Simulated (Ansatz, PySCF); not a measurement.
Reaction (SMILES): C[Si](F)(F)Cl + 4 [H][H] (H2) → C (CH4) + Cl (HCl) + 2 F (HF) + [SiH4] (SiH4)
Each molecule is optimised on its own at B3LYP-D3(BJ)/def2-TZVP (Ansatz, a first-principles code).
Geometry of the first species:
```
Si
F 1 1.5879
F 1 1.5879 2 106.57
C 1 1.8366 2 110.91 3 -120.83
H 4 1.0906 1 110.47 2 179.12
H 4 1.0906 5 108.44 1 -121.19
H 4 1.0915 5 108.60 6 -117.85
Cl 1 2.0400 2 107.80 3 115.51
```
Charge 0, spin multiplicity 1.

Property: energy of full hydrogenation (electronic energy difference), in eV. Correlated levels leave the core frozen unless marked. Spin-orbit coupling is left out. Non-relativistic. CBS(X,Y): correlation extrapolated as X^-3; Hartree-Fock from the larger set. [CCSD(T)-MP2]/basis is that difference in the basis named.

Level to compare with: RI-MP2/CBS(aug-cc-pV(T+d)Z,aug-cc-pV(Q+d)Z)+[CCSD(T)-MP2]/aug-cc-pV(T+d)Z (Ansatz), 3.32 eV. It is a level with limits of its own, and the differences hold the functionals' basis error too.

Problem. Rank these functionals by how close they come to RI-MP2/CBS(aug-cc-pV(T+d)Z,aug-cc-pV(Q+d)Z)+[CCSD(T)-MP2]/aug-cc-pV(T+d)Z, closest first: M06-2X/def2-TZVPD (PySCF); wB97X-V/def2-TZVPD (Ansatz); wB97M-V/def2-TZVPD (Ansatz).

Solution. wB97M-V/def2-TZVPD (range-separated hybrid meta-GGA with VV10, 3.29 eV, difference -0.03), wB97X-V/def2-TZVPD (range-separated hybrid with VV10, 3.22 eV, difference -0.10), M06-2X/def2-TZVPD (hybrid meta-GGA, 3.58 eV, difference 0.26)
